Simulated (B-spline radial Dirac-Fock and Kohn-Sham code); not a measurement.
## Two-hole binding energies of Mn⁵⁺

System: the Mn⁵⁺ ion, [Ar] 3d2.

Input file task.json (cfg lists n, l and occupation; rrms is the nuclear radius in fm):

```json
{"items": [{
  "Z": 25,
  "q": 5,
  "cfg": [[1, 0, 2], [2, 0, 2], [2, 1, 6], [3, 0, 2], [3, 1, 6], [3, 2, 2]],
  "A": 55,
  "rrms": 3.7057,
  "do": ["binding", "quiet", "double"]
}]}
```

Run with: `python xray_run.py task.json out`

Model: relaxed Dirac-Fock hole states (ΔSCF) with Breit and QED corrections and a finite nucleus. Program: an atomic code on a B-spline grid. U is the two-hole binding energy less the two single-hole energies, the effective repulsion of the holes after relaxation. Each two-hole energy is an average over J within one jj subconfiguration.

| holes | E(a) (eV) | E(b) (eV) | E(ab) (eV) | U (eV) |
| --- | --- | --- | --- | --- |
| 1s⁻¹ 2p3/2⁻¹ | 6643.2 | 748.5 | ? | ? |
| 1s⁻¹ 3p1/2⁻¹ | 6643.2 | 145.8 | 6822.9 | 34.0 |
| 1s⁻¹ 3p3/2⁻¹ | 6643.2 | 144.3 | 6821.2 | 33.6 |
| 2s⁻² | 879.7 | 879.7 | 1826.7 | 67.2 |
| 2s⁻¹ 2p1/2⁻¹ | 879.7 | 758.6 | 1700.3 | 61.9 |
| 2s⁻¹ 2p3/2⁻¹ | 879.7 | 748.5 | 1689.8 | 61.6 |
| 2p1/2⁻² | 758.6 | 758.6 | 1595.1 | 77.8 |
| 2p1/2⁻¹ 2p3/2⁻¹ | 758.6 | 748.5 | 1579.5 | 72.4 |
| 2s⁻¹ 3p1/2⁻¹ | 879.7 | 145.8 | 1056.5 | 31.0 |
| 2s⁻¹ 3p3/2⁻¹ | 879.7 | 144.3 | 1054.9 | 30.8 |
| 2p1/2⁻¹ 3s⁻¹ | 758.6 | 184.2 | 974.5 | 31.7 |
| 2p1/2⁻¹ 3p3/2⁻¹ | 758.6 | 144.3 | 934.4 | 31.4 |
| 3p1/2⁻² | 145.8 | 145.8 | 317.8 | 26.2 |
| 3p3/2⁻² | 144.3 | 144.3 | 313.7 | 25.1 |

Problem. Give the missing two-hole energy and U.

Solution. E(ab) = 7491.3 eV and U = 99.6 eV.

Values without a named source are computed, but for edge energies of neutral atoms, which are taken from tables.
